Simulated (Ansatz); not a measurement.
Isolated molecules relaxed with PBE0-D4/def2-TZVP in Ansatz; ΔE leaves out vibrations. CCSD(T)/CBS is the MP2 limit (def2-TZVPP, def2-QZVPP) plus CCSD(T) − MP2 in def2-TZVPP, frozen cores. DFT in def2-TZVPP. B3LYP here is the variant with VWN-RPA as its local correlation; programs differ in this. Each species was taken in one conformer, which may not be the lowest.

`C[SiH](F)N[SiH3]` → `N[SiH2]C(F)[SiH3]`  (isomerisation)

```json
{"level": "PBE", "ΔE (kcal/mol)": "74.7"}
{"level": "B3LYP", "ΔE (kcal/mol)": "79.1"}
```

**Question.** What does CCSD(T)/CBS give? (Estimate.)

**Answer.** Ansatz gave: +82.2 kcal/mol. The listed levels differ from it by -7.5, -3.1 kcal/mol.

Largest T1 diagnostic among the species: 0.012.

From PBE to PBE0 (25 % exact exchange), in def2-TZVPP and without D4, ΔE moves by +3.3 kcal/mol.
